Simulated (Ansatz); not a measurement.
C₄H₁₀O₂ (SMILES COCC(C)O), singlet, geometry from GFN2-xTB; Ansatz (a program for electronic structure) with BCCD/def2-SV(P).

Here is a job for Ansatz.
Ansatz 0.2 input:
```yaml
crystal:
  periodic: [false, false, false]
  atoms:
    - {symbol: C, position_ang: [2.54950472, 0.54334797, -0.24605806]}
    - {symbol: O, position_ang: [1.38345909, -0.09997987, 0.19559518]}
    - {symbol: C, position_ang: [0.23988357, 0.24045846, -0.55972664]}
    - {symbol: C, position_ang: [-0.95499430, -0.50342354, 0.04806535]}
    - {symbol: C, position_ang: [-2.24478646, -0.19004403, -0.69843881]}
    - {symbol: O, position_ang: [-1.11983341, -0.13106068, 1.39642165]}
    - {symbol: H, position_ang: [2.45241018, 1.63403526, -0.17660422]}
    - {symbol: H, position_ang: [3.35582024, 0.20771282, 0.40294336]}
    - {symbol: H, position_ang: [2.78045923, 0.27681584, -1.28466438]}
    - {symbol: H, position_ang: [0.06530137, 1.32623464, -0.51216537]}
    - {symbol: H, position_ang: [0.37389487, -0.04723821, -1.61269568]}
    - {symbol: H, position_ang: [-0.74305430, -1.58420892, -0.01046806]}
    - {symbol: H, position_ang: [-2.44188471, 0.87797047, -0.66031259]}
    - {symbol: H, position_ang: [-2.17127461, -0.50778994, -1.73444189]}
    - {symbol: H, position_ang: [-3.06987896, -0.70923108, -0.22025609]}
    - {symbol: H, position_ang: [-0.24844409, -0.16800953, 1.80947925]}
basis:
  gaussian:
    orbitals: def2-SV_P_.json
magnetization: {spin_polarized: false}
correlation: {method: bccd}
```
The basis file holds def2-SV(P) in the JSON format of the Basis Set Exchange.

### Question
Write the output that Ansatz gives for this input, abridged.

### Answer

```
Functional definition: HF
1161 factors; integrals over basis functions are off by at most 1.2e-3 eV
mean field evaluation 1: about -8341.3475 eV, gradient 3.8e1 eV
mean field evaluation 2: about -8342.7332 eV, gradient 4.0e1 eV
mean field evaluation 4: about -8346.5848 eV, gradient 4.8e0 eV
mean field evaluation 8: about -8346.6830 eV, gradient 1.7e-1 eV
mean field evaluation 16: about -8346.6832 eV, gradient 1.5e-6 eV
mean field -8346.68318103 eV, -306.7349493177 hartree, gradient 1.5e-6 eV, S^2 0.000000; 0 other end points of the search recorded, 0 dependent functions left out
6 core orbitals not correlated
reference -8346.68318103 eV, -306.7349493177 hartree; 19, 19 occupied and 79, 79 virtual orbitals, 1161 factors
second order -23.64710343 eV of doubles, -0.00000000 eV of singles
cycle   1  -24.53547656 eV  change   -8.9e-1 eV  update   1.0e-1
cycle   2  -25.13746082 eV  change   -6.0e-1 eV  update   3.1e-2
cycle   3  -25.27842317 eV  change   -1.4e-1 eV  update   1.5e-2
cycle   4  -25.27994760 eV  change   -1.5e-3 eV  update   3.3e-3
cycle   5  -25.28038473 eV  change   -4.4e-4 eV  update   1.2e-3
cycle   6  -25.28075812 eV  change   -3.7e-4 eV  update   3.0e-4
cycle   7  -25.28056240 eV  change    2.0e-4 eV  update   1.0e-4
cycle   8  -25.28046812 eV  change    9.4e-5 eV  update   3.3e-5
cycle   9  -25.28045372 eV  change    1.4e-5 eV  update   1.4e-5
Total energy: -8371.96363474 eV, -307.6639888560 hartree
```
